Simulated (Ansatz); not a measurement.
Isolated molecules relaxed with PBE0-D4/def2-TZVP in Ansatz; ΔE leaves out vibrations. CCSD(T)/CBS adds triple-zeta CCSD(T) − MP2 to the extrapolated MP2 energy (def2 sets, frozen cores). This one scheme is used for every species. Functionals use def2-TZVPP. def2 core potentials past Kr. For Sn outer-core shells are correlated without core-valence functions, which leaves a few kJ/mol of doubt a bond. Each species was taken in one conformer, which may not be the lowest.

`C[O][Sn]([F])([O]C)[C](C)(C)C` + H₂ → `C[O][SnH]([F])[O]C` + `CC(C)C`  (hydrogenolysis of the Sn–C bond)

`C[O][Sn]([F])([O]C)[C](C)(C)C`:

Cartesian coordinates in Å:
```
C 0.886 2.071 -2.669
O 1.205 1.134 -1.663
Sn -0.195 0.250 -0.640
F -1.230 -0.807 -1.884
O -1.443 1.664 -0.129
C -2.839 1.480 -0.187
C 0.631 -1.008 0.901
C 1.474 -2.079 0.222
C -0.525 -1.632 1.670
C 1.485 -0.137 1.811
H 0.193 2.842 -2.314
H 0.446 1.587 -3.549
H 1.813 2.561 -2.978
H -3.311 2.466 -0.129
H -3.208 0.880 0.655
H -3.164 0.999 -1.116
H 2.302 -1.649 -0.347
H 1.903 -2.737 0.989
H 0.882 -2.701 -0.453
H -1.163 -2.245 1.029
H -1.150 -0.877 2.156
H -0.124 -2.283 2.457
H 1.922 -0.762 2.600
H 0.900 0.647 2.299
H 2.308 0.337 1.271
```

H₂:

Cartesian coordinates in Å:
```
H -0.196 -0.268 -0.170
H 0.196 0.268 0.170
```

`C[O][SnH]([F])[O]C`:

Cartesian coordinates in Å:
```
C 0.946 1.451 1.668
O -0.284 0.785 1.879
Sn -1.170 -0.137 0.430
F -1.661 1.159 -0.900
O 0.200 -1.193 -0.451
C 0.166 -1.450 -1.840
H 1.690 0.804 1.189
H 1.330 1.751 2.645
H 0.819 2.351 1.056
H -2.558 -0.930 0.977
H -0.010 -0.543 -2.428
H -0.604 -2.187 -2.100
H 1.137 -1.861 -2.125
```

`CC(C)C`:

```xyz
14

C    -1.193   -0.528   -0.631
C    -0.208    0.138    0.318
C     0.472    1.326   -0.346
C     0.820   -0.863    0.826
H    -1.707   -1.365   -0.151
H    -1.951    0.178   -0.979
H    -0.674   -0.919   -1.513
H    -0.772    0.511    1.183
H     1.049    1.001   -1.218
H     1.160    1.827    0.339
H    -0.259    2.064   -0.688
H     1.514   -0.399    1.532
H     1.410   -1.264   -0.004
H     0.341   -1.706    1.331
```

```tsv
species	ωB97M-V energy (Eh)
`C[O][Sn]([F])([O]C)[C](C)(C)C`	-702.26064
H₂	-1.16132
`C[O][SnH]([F])[O]C`	-545.02613
`CC(C)C`	-158.40703
```

Q: Work out ΔE.

A: ΔE = (-545.02613) + (-158.40703) − (-702.26064) − (-1.16132) = -0.01120 Eh = -29.4 kJ/mol. CCSD(T)/CBS gives -18.1 kJ/mol.

Largest T1 diagnostic among the species: 0.014.

In def2-TZVPP, CCSD(T) changes the Hartree–Fock value by +55.0 kJ/mol (the triples alone add +10.1 kJ/mol) and MP2 by +67.1 kJ/mol. From PBE to PBE0 (25 % exact exchange), in def2-TZVPP and without D4, ΔE moves by −7.8 kJ/mol.
